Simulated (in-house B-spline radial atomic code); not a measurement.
**Solving the quasi-particle equation for 3d of Ga3+**

Configuration [Ar] 3d10, start PBE0; correlation leaves out the 2 deepest shells, empty levels kept to 3200 hartree. Computed with an all-electron radial atomic-structure program (B-spline basis): all electrons, scalar-relativistic (spin-free one-electron X2C), finite nucleus, each spin shell either full or empty, empty states to l = 9 with an (l + 1/2)⁻⁴ tail; G0W0 by contour deformation at full frequency.

At the mean-field level ε = -55.882 eV the matrix elements are Σx = -58.098 eV, v_xc = -48.099 eV and Σc(ε) = 1.84 eV, and the slope of the correlation self-energy is dΣc/dω = -0.0612. The quasi-particle energy solves E = ε + Σx − v_xc + Σc(E).

Task: What does the linearised equation give?

Result: Z = 1/(1 − dΣc/dω) = 1/1.0612 = 0.9423. The first-order shift is Σx − v_xc + Σc(ε) = -58.098 − (-48.099) + (1.84) = -8.159 eV, so E ≈ ε + Z × shift = -55.882 + 0.9423 × (-8.159) = -63.570 eV.

Task: How does that compare with the full solution and with static screening?

Result: Solving the equation at full frequency dependence gives E = -63.526 eV, where Σc = 2.353 eV and the weight is 0.931; the linearised value is off by 44 meV. Leaving Z out would give -64.041 eV. Static COHSEX puts -2.427 eV in place of Σc and gives -68.308 eV, 4.78 eV deeper. The tabulated removal energy is 63.241 ± 0.009 eV (NIST, measured); the run leaves out spin-orbit coupling, Breit and QED terms.
